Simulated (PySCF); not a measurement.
Ga(F)(Cl)(NH2) (ClFGaH2N), SMILES [Ga]([NH2])([Cl])[F].

Geometry optimised at r2SCAN-D4/def2-SVP. One conformer was computed; it need not be the lowest.

Level of theory: C-PCM-PBE0/def2-SVP (PySCF).

The values are the electrostatic part of the solvation free energy, E(continuum) − E(gas) at the gas-phase geometry, in a cavity of scaled van der Waals radii (PySCF's table); cavitation and dispersion terms are not included. A continuum can't describe solvent molecules that bind to the metal. In vacuum the orbital gap is 7.11 eV. The dipole moment in vacuum is 3.11 D.

### Question
Estimate the values in water (ε = 78.36), diethylether (ε = 4.24), chloroform (ε = 4.71). (The exact figures need the calculation; the answer reports its results.)

### Answer

```json
[
 {"solvent": "water", "ε": "78.36", "ΔG(elec) (kcal/mol)": "-6.9", "dipole (D)": "3.73", "gap (eV)": "6.94"},
 {"solvent": "diethylether", "ε": "4.24", "ΔG(elec) (kcal/mol)": "-5.2", "dipole (D)": "3.57", "gap (eV)": "6.99"},
 {"solvent": "chloroform", "ε": "4.71", "ΔG(elec) (kcal/mol)": "-5.4", "dipole (D)": "3.58", "gap (eV)": "6.99"}
]
```
